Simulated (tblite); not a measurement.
Question: Give a GFN2-xTB geometry of `C[Si](C)(C)O[Si@H](N)C#N`.

Answer: 
```
atom  x, y, z in Å
C1    -1.061    1.304   -1.283
Si2   -0.861    0.307    0.326
C3    -1.686   -1.401    0.194
C4    -1.463    1.289    1.839
O5     0.745    0.072    0.593
Si6    2.169   -0.550    0.168
N7     2.745    0.279   -1.221
C8     1.966   -2.316   -0.424
N9     1.848   -3.404   -0.759
H10   -0.622    0.776   -2.125
H11   -0.570    2.271   -1.213
H12   -2.106    1.485   -1.514
H13   -1.585   -1.958    1.121
H14   -2.745   -1.324   -0.028
H15   -1.224   -1.994   -0.590
H16   -2.528    1.490    1.773
H17   -0.953    2.244    1.921
H18   -1.287    0.743    2.760
H19    2.948   -0.543    1.405
H20    2.685    1.284   -1.249
H21    3.575   -0.039   -1.694
```

Orientation and origin are arbitrary. Atoms count from 1 in this order. Si2 (oxygen-bound silicon) is distorted tetrahedral (angles from 104.7° to 112.5°). The O–Si distances run from 1.611 Å (O5–Si6, drawn single) to 1.645 Å (Si2–O5, drawn single), a spread of 0.034 Å. Si6 (oxygen-bound silicon) is distorted tetrahedral (angles from 103.7° to 120.2°). The 4 C–Si bonds span 1.873 Å (Si6–C8, drawn single) to 1.904 Å (C1–Si2, drawn single), a spread of 0.031 Å.

Bonds between heavy atoms (Å): C1–Si2 1.904, Si2–C3 1.901, Si2–C4 1.902, Si2–O5 1.645, O5–Si6 1.611, Si6–N7 1.717, Si6–C8 1.873, C8≡N9 1.145.

The geometry is computed with GFN2-xTB (gas phase).

Point group: C1 (no symmetry element, even within 0.4 Å). Its lowest GFN2-xTB frequency is 1 cm⁻¹, too small to tell a flat minimum from a shallow saddle. The numbers are those of one conformer (Si2–O5–Si6–N7 70°, O5–Si6–N7–H 45° and -173°). 3 starts were optimised and ended at 0.00, 0.75 and 1.25 kcal/mol (GFN2-xTB); the lowest of these is shown.

Hardware: an Intel Xeon at 2.50 GHz with one thread, shared host. Cost: 5.3 s wall, 4.7 s CPU. That covers the optimisation of the geometry.
